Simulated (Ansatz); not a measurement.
Calculated with Ansatz (gas phase, PBE0-D4/def2-TZVP geometries, no zero-point term in ΔE). CBS: MP2 limit from def2 TZ/QZ plus the TZ coupled-cluster correction, frozen cores. Each species was taken in one conformer, which may not be the lowest.

Consider the isomerisation: `CC([SiH3])CO` → `CCO[SiH2]C`.

`CC([SiH3])CO`:

Z-matrix (Å, degrees):
```
C
C 1 1.527
H 1 1.091 2 110.6
H 1 1.092 2 111.6 3 -120.4
H 1 1.095 2 111.0 3 119.5
Si 2 1.884 1 111.1 3 179.1
C 2 1.515 1 112.0 3 -56.1
H 2 1.098 1 109.0 3 62.4
H 6 1.489 2 111.2 1 -177.4
H 6 1.487 2 109.7 1 -57.0
H 6 1.490 2 110.3 1 62.4
O 7 1.416 2 108.7 1 61.7
H 7 1.099 2 110.1 1 -177.3
H 7 1.101 2 109.5 1 -59.1
H 12 0.960 7 108.6 2 -176.0
```

`CCO[SiH2]C`:

Cartesian coordinates in Å:
```
C -2.265 0.552 -0.409
C -1.123 1.058 0.443
O -0.142 0.063 0.651
Si 1.146 -0.179 -0.343
C 2.244 -1.437 0.465
H -2.722 -0.327 0.049
H -3.032 1.324 -0.515
H -1.920 0.276 -1.408
H -1.491 1.356 1.429
H -0.673 1.950 -0.014
H 0.706 -0.657 -1.688
H 1.856 1.119 -0.551
H 2.589 -1.083 1.439
H 1.708 -2.378 0.613
H 3.118 -1.638 -0.159
```

| species | HF/CBS(def2) energy (Eh) |
| --- | --- |
| `CC([SiH3])CO` | -483.31873 |
| `CCO[SiH2]C` | -483.38295 |

Task: Work out ΔE.

Result: ΔE = (-483.38295) − (-483.31873) = -0.06422 Eh = -168.6 kJ/mol. CCSD(T)/CBS gives -146.6 kJ/mol.

Largest T1 diagnostic among the species: 0.010.

From PBE to PBE0 (25 % exact exchange), in def2-TZVPP and without D4, ΔE moves by −3.1 kJ/mol. The D4 term adds +4.2 kJ/mol with B3LYP and +2.2 kJ/mol with PBE0; it sums over pairs of atoms, weighted by their polarisabilities, and B3LYP, whose exchange is more repulsive, gets the larger term. In def2-TZVPP, CCSD(T) changes the Hartree–Fock value by +21.6 kJ/mol (the triples alone add +2.9 kJ/mol) and MP2 by +19.5 kJ/mol.

B3LYP here is the variant with VWN-RPA as its local correlation; programs differ in this.
